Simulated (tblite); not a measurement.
Species: C5H10NS (doublet state).
Geometry (GFN2-xTB, Å), atoms numbered from 1 in this order:
```
atom  x, y, z in Å
C1     2.169    0.417   -0.520
C2     1.672   -0.310    0.654
C3     0.353   -0.895    0.162
S4     0.335   -2.476   -0.315
N5    -0.728   -0.116    0.034
C6    -1.912   -0.652   -0.599
C7    -0.859    1.233    0.525
H8     2.735   -0.109   -1.264
H9     1.728    1.355   -0.800
H10    2.328   -1.138    0.919
H11    1.525    0.322    1.532
H12   -2.558    0.165   -0.912
H13   -1.624   -1.245   -1.468
H14   -2.458   -1.306    0.086
H15    0.021    1.545    1.079
H16   -1.728    1.298    1.185
H17   -1.006    1.924   -0.310
```

Computed values, GFN2-xTB/tblite, gas phase, harmonic and unscaled. Errors from tens to a few hundred cm⁻¹ against measured bands are possible. One conformer, not necessarily the lowest. Open shells enter through the occupations alone, without spin polarisation, and single modes of such species can be off by tens of per cent. The optimisation stopped once no atom felt more than 0.01 eV/Å.

Lowest wavenumbers of the output (negative numbers stand for imaginary wavenumbers):
```
mode    cm-1
  1     -24.3
  2      77.8
  3      84.6
  4     108.0
  5     179.0
  6     248.7
  7     263.0
  8     290.8
```

Problem. Is this structure a minimum?

Solution. Not by this Hessian. 1 mode is imaginary beyond 20i (24i cm⁻¹), so at this level the point lies at or near a first-order saddle. The curvature is small, so loose convergence or finite differences may be the whole cause.

Problem. Which atoms move in the imaginary mode?

Solution. 24i: H14 (hydrogen on carbon) 34 %, H12 (hydrogen on carbon) 29 %, H13 (hydrogen on carbon) 19 %. These are shares of the mass-weighted motion.

Problem. What is the remedy?

Solution. Step along that mode in both directions, optimise again with tighter thresholds and repeat the frequencies. The zero-point energy of this point (86.7 kcal/mol) counts the 44 real modes alone, and thermal corrections from it aren't those of a minimum.
